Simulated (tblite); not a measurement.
Compound: C₃H₇FOSi.
Atom-mapped SMILES: `[OH:1][SiH2:2]/[CH:3]=[CH:4]\[CH2:5][F:6]` (hydrogens: H7 on O1; H8, H9 on Si2; H10 on C3; H11 on C4; H12, H13 on C5)

A start from a force field or distance geometry was refined with tblite, GFN2-xTB geometry optimisation, gas phase. Values at the start:

```
  coordinate    start
      O1–Si2  1.671 Å
       O1–H7  0.976 Å
      Si2–C3  1.816 Å
      Si2–H8  1.487 Å
       C3=C4  1.345 Å
      C3–H10  1.089 Å
       C4–C5  1.514 Å
      C4–H11  1.086 Å
       C5–F6  1.355 Å
      C5–H12  1.090 Å
   O1–Si2–C3   111.6°
   Si2–C3–C4   131.7°
    C3–C4–C5   129.6°
    C4–C5–F6   112.9°
O1–Si2–C3–C4     -41°
Si2–C3–C4–C5       2°
 C3–C4–C5–F6       3°
```

Problem. How do these coordinates change at the GFN2-xTB level?

Solution. 
```tsv
coordinate	GFN2-xTB (Å or °)	change
Si2–C3	1.896	+0.080
O1–Si2	1.623	-0.048
Si2–H8	1.458	-0.029
O1–H7	0.954	-0.022
C3=C4	1.325	-0.020
C5–F6	1.375	+0.020
C4–C5	1.495	-0.019
C5–H12	1.098	+0.008
C3–H10	1.083	-0.006
C4–H11	1.086	0.000
O1–Si2–C3	114.0	+2.4
Si2–C3–C4	129.5	-2.2
C3–C4–C5	127.6	-2.0
C4–C5–F6	113.7	+0.8
O1–Si2–C3–C4	-55	-14
C3–C4–C5–F6	-5	-8
Si2–C3–C4–C5	0	-2
```

The energy falls by 7.2 kcal/mol over 66 L-BFGS steps, the largest force on an atom goes from 2.83 to 0.009 eV/Å, and the atoms move by 0.209 Å rms after alignment. The bond that changes most is Si2–C3 (oxygen-bound silicon to alkene CH carbon), which lengthens by 0.080 Å. Bonds longer at the end by more than 0.005 Å: 3 of 12; shorter: 7. Among the dihedrals that turn most is H7–O1–Si2–C3, from 48° to 66°. Rotational constants go from 4306, 2273, 1596 to 4302, 2167, 1610 MHz.

Its GFN2-xTB frequencies are all real (lowest 40 cm⁻¹). One conformer, not necessarily the lowest. 3 starts were optimised and ended at 0.00, 1.89 and 2.09 kcal/mol (GFN2-xTB); the lowest of these is shown.

These are computed values.
